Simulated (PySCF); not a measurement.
**Potential energy of AsN along the bond**

Set-up: PySCF, no relativity, basis sets As def2-TZVPPD, N def2-TZVPPD. Energies in eV from As + N in their ground configurations at the same level. State: ¹Σ⁺ (singlet), closed shell.

All columns are M06-L. A positive dipole means As(−)N(+).

```
R (Å)  E (eV)  μ (D)  Mulliken charge on As (basis-dependent)  HOMO (eV)  LUMO (eV)  Mayer bond order  ⟨S²⟩
1.381  -2.764  -2.89                                     0.46      -7.01      -2.19              2.29  0.00
1.445  -4.031  -2.95                                     0.41      -7.16      -2.45              2.40  0.00
1.510  -4.751  -3.00                                     0.37      -7.28      -2.71              2.51  0.00
1.558  -5.024  -3.03                                     0.35      -7.36      -2.89              2.58  0.00
1.606  -5.122  -3.05                                     0.34      -7.43      -3.07              2.64  0.00
1.654  -5.084  -3.06                                     0.33      -7.49      -3.25              2.70  0.00
1.718  -4.877  -3.08                                     0.32      -7.47      -3.47              2.76  0.00
1.799  -4.443  -3.10                                     0.32      -7.26      -3.73              2.83  0.00
1.895  -3.769  -3.11                                     0.32      -7.04      -4.01              2.88  0.00
2.024  -2.758  -3.11                                     0.31      -6.80      -4.34              2.93  0.00
```

A fit through these points gives, at Re = 1.615 Å, μ = -3.05 D and dμ/dR = -0.389 D/Å; the reduced mass is 11.8 u.

Task: How strong is the fundamental in the double-harmonic approximation, I = 42.26·(dμ/dR)²/μred km/mol?

Result: I = 42.26·(-0.389)²/11.8 = 0.542 km/mol at M06-L.
